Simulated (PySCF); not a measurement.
A PySCF script (with the pyscf-properties extension) for the NMR shieldings of `C[Si](C)(C)C`, C4H12Si, on a GFN2-xTB geometry:

```python
import basis_set_exchange as bse
import numpy as np
from pyscf import gto, dft
from pyscf.prop import nmr

atoms = """
C    -0.406572   -1.213421   -1.419378
Si   -0.001168   -0.000673   -0.001754
C     0.008130    1.785545   -0.675355
C    -1.319794   -0.154927    1.370252
C     1.716091   -0.415535    0.721562
H    -1.379676   -1.003559   -1.853159
H    -0.418731   -2.241638   -1.070248
H     0.327027   -1.147965   -2.217335
H     0.242457    2.501867    0.106393
H    -0.958122    2.057909   -1.089187
H     0.746490    1.907664   -1.462097
H    -2.312057    0.075313    0.994143
H    -1.350945   -1.160472    1.779082
H    -1.116988    0.525824    2.191677
H     1.746276   -1.426357    1.117085
H     2.493128   -0.336762   -0.032799
H     1.977455    0.259220    1.531210
"""
names = dict.fromkeys(["C", "Si", "H"], "Sadlej pVTZ")
basis = {el: gto.basis.parse(bse.get_basis(n, elements=[el], fmt="nwchem")) for el, n in names.items()}
mol = gto.M(atom=atoms, basis=basis, charge=0, verbose=0)
mf = dft.RKS(mol, xc="SVWN")
mf.grids.level = 2
mf.grids.alignment = dft.numint.BLKSIZE   # the property module wants whole blocks of grid points
mf.conv_tol = 1e-9
mf.kernel()

calc = nmr.RKS(mf)   # GIAO
sigma = calc.kernel()   # uncoupled for a functional without exact exchange
for i, s in enumerate(sigma):   # ppm
    print("%2d %-2s %9.2f" % (i, mol.atom_pure_symbol(i), np.trace(s) / 3))
```

Question: Give the expected output.

Answer: 
```
 0 C     193.48
 1 Si    314.83
 2 C     193.45
 3 C     193.45
 4 C     193.45
 5 H      31.61
 6 H      31.60
 7 H      31.61
 8 H      31.61
 9 H      31.61
10 H      31.61
11 H      31.61
12 H      31.61
13 H      31.61
14 H      31.61
15 H      31.61
16 H      31.62
```

These numbers come from an equivalent density-fitted implementation of the same equations, which agrees with the script to about 0.01 ppm for H and up to a few tenths of a ppm for heavy atoms, so last digits may differ.

Size and cost of the density-fitted run: 236 basis functions, 44 s wall time (37 s CPU) on 1 thread of an Intel Xeon, shared host; peak memory 1.2 GiB.
